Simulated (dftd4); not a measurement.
Cl$_{6}$W, charge +1, doublet, at a GFN2-xTB geometry (such geometries of metal compounds can be far from the true shape) (the multiplicity is a formal guess); D4 for b97d (dftd4).

The dftd4 input:
```
$ dftd4 mol.xyz --func b97d --charge 1 --json dftd4.json --noedisp

# file mol.xyz
7

W     -0.09587042    -0.05254295     0.20143651
Cl     1.91016523     0.84070503    -1.06707541
Cl     0.86905186     0.19837681     2.14553329
Cl    -0.29585744     0.04403604    -2.32480006
Cl    -2.10446551    -0.87546033     0.45023518
Cl    -0.80141856     2.05683636     0.10282837
Cl     0.83984273    -2.03577753    -0.18356266
```

The log (banner, timings and long lists left out):

```
                    ____  _____ _____     ____  _  _
      -------------|  _ \|  ___|_   _|---|  _ \| || |------------
     |             | | | | |_    | | ___ | | | | || |_           |
     |             | |_| |  _|   | ||___|| |_| |__   _|          |
     |             |____/|_|     |_|     |____/   |_|            |
     |             ===================================           |
     |            E. Caldeweyher, S. Ehlert & S. Grimme          |
     |          Mulliken Center for Theoretical Chemistry        |
     |                    University of Bonn                     |
      -----------------------------------------------------------

Rational (Becke-Johnson) damping: b97d-D4-ATM
---------------------
  s6         1.0000
  s8         1.6946
  s9         1.0000
  a1         0.2890
  a2         4.1341
 alp        16.0000
--------------------

Dispersion energy:      -8.0683236133570E-02 Eh

[Info] JSON dump of results written to 'dftd4.json'
```
